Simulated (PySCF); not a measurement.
An excited-state job on `C=[N][GeH2][C](=O)O`.

Method: TDDFT wB97X-D/def2-SVPD, vertical, gas phase, core orbitals frozen in the response (PySCF 2.14.0, density-fitted response routines). Geometry: GFN2-xTB. A driver script takes a list of jobs; this job's settings line and coordinates (Å) are shown.

Input:
```
{"job": {"kind": "uv", "xc": "wB97X-D", "basis": "def2-SVPD", "nstates": 8, "ntriplets": 3}, "charge": 0, "multiplicity": 1}
C      2.036347    -0.557909     0.547356
N      1.660559     0.116729    -0.437516
Ge     0.014950     0.785765    -0.867831
C     -1.471648     0.187409     0.335086
O     -1.715489     0.591401     1.437338
O     -2.141959    -0.802474    -0.250615
H      1.396307    -0.891506     1.370247
H      3.082296    -0.850072     0.618200
H     -0.217232     0.296391    -2.264468
H      0.218092     2.269529    -0.831899
H     -2.856799    -1.142592     0.318139
```

Task: Estimate the output.

Result: 
```
coarse grid: 45616 points
cycle   1  E = -2360.7144690771  dE =  2.828e-01  |g| = 1.013e+00  |ddm| = 4.602e+00
cycle   2  E = -2360.5609212582  dE =  1.535e-01  |g| = 1.414e+00  |ddm| = 2.435e+00
cycle   3  E = -2360.9118557382  dE = -3.509e-01  |g| = 1.625e-01  |ddm| = 1.436e+00
cycle   4  E = -2360.9158495735  dE = -3.994e-03  |g| = 6.952e-02  |ddm| = 2.185e-01
cycle   5  E = -2360.9167287330  dE = -8.792e-04  |g| = 1.339e-02  |ddm| = 9.284e-02
cycle   6  E = -2360.9167670757  dE = -3.834e-05  |g| = 6.625e-03  |ddm| = 3.285e-02
cycle   7  E = -2360.9167765164  dE = -9.441e-06  |g| = 1.954e-03  |ddm| = 1.728e-02
final grid: 95728 points
cycle   8  E = -2360.9164390508  dE = -8.826e-07  |g| = 2.272e-03  |ddm| = 9.853e-03
cycle   9  E = -2360.9164381977  dE =  8.531e-07  |g| = 3.133e-03  |ddm| = 8.567e-03
cycle  10  E = -2360.9164402307  dE = -2.033e-06  |g| = 1.420e-04  |ddm| = 4.405e-03
cycle  11  E = -2360.9164402400  dE = -9.270e-09  |g| = 1.024e-04  |ddm| = 6.643e-04
cycle  12  E = -2360.9164402437  dE = -3.752e-09  |g| = 2.519e-05  |ddm| = 4.752e-04
cycle  13  E = -2360.9164402439  dE = -2.096e-10  |g| = 1.134e-05  |ddm| = 9.266e-05
converged SCF energy = -2360.9164402439

Static polarisability (au): isotropic 69.185, principal 58.445 71.514 77.596

Singlet excitations
state   eV       nm        f      main configurations
  1   4.2073    294.7   0.00043   H->L+1 0.91
  2   4.9181    252.1   0.01924   H->L 0.59, H-1->L 0.35
  3   6.0272    205.7   0.05046   H-1->L 0.51, H->L 0.36
  4   6.9566    178.2   0.04814   H->L+2 0.56, H->L+3 0.33
  5   7.2125    171.9   0.10328   H->L+3 0.44, H->L+2 0.22, H-1->L+2 0.10
  6   7.3175    169.4   0.00252   H-1->L+1 0.87
  7   7.5561    164.1   0.00410   H-2->L 0.87
  8   7.6768    161.5   0.06426   H->L+4 0.47, H-1->L+2 0.17, H->L+5 0.15

Triplet excitations (Tamm-Dancoff, eV): 3.6267 4.3079 5.2474
```

The SCF starts on a coarse grid where the log names one; the energy can jump when the final grid takes over, and dE then counts from the start density on the new grid. H and L stand for HOMO and LUMO; the number after each pair is its weight.

Task: Which computed singlet has the largest oscillator strength, and what do all of them sum to?

Result: State 5 at 7.21 eV (172 nm), f = 0.103; the 8 states sum to 0.292.

Task: How does the lowest singlet excitation compare with the HOMO–LUMO gap?

Result: HOMO -8.86 eV and LUMO 0.88 eV give a gap of 9.74 eV; S1 at 4.21 eV lies 5.53 eV below it.

Main results: HOMO -8.86 eV, LUMO 0.88 eV; lowest singlet 4.21 eV; lowest triplet 3.63 eV (Tamm–Dancoff); mean polarisability 69.2 au.

 Relativistic effects, spin–orbit coupling among them, are left out although an element past zinc is present.

Task: How long does this job take on an Arm Neoverse V1 with one thread, no GPU, shared host?

Result: About 37 s.

One conformer stands for the species.
Labels such as C1 count atoms from 1, the log's own numbers from 0.

wB97X-D is run here without its empirical dispersion term; that term would change no orbital, density or response property at a fixed geometry.
